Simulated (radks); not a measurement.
Ta47+, 26 electrons, occupied as [Ar] 3d8. Calculated with a radial shooting solver on a logarithmic mesh with Libxc functionals: scalar-relativistic Kohn-Sham, LB94 model potential, spin-polarised, spherical densities, finite nucleus; open shells are filled with parallel spins first (spin-orbit coupling, left out, can overturn this in heavy ions); Fermi nuclear charge, rms radius 5.3507 fm. Some entries of the table are withheld. Estimate them.

orbital  occ.  eigenvalue (eV)  <r^2> (bohr^2)
1s down     1        -70201.62       0.0004773
1s up       1        -70201.33       0.0004773
2s up       1        -14194.54        0.007301
2s down     1        -14193.59        0.007295
2p up       3        -12773.38        0.006006
2p down     3        -12773.00        0.006001
3s up       1        -5053.345             (1)
3s down     1        -5043.991             (2)
3p up       3        -4628.534             (3)
3p down     3        -4619.174             (4)
3d up       5              (5)         0.03640
3d down     3              (6)         0.03643

Answer. 
(1) 3s up <r^2> (bohr^2): 0.04522
(2) 3s down <r^2> (bohr^2): 0.04527
(3) 3p up <r^2> (bohr^2): 0.04512
(4) 3p down <r^2> (bohr^2): 0.04519
(5) 3d up eigenvalue (eV): -4163.360
(6) 3d down eigenvalue (eV): -4153.959
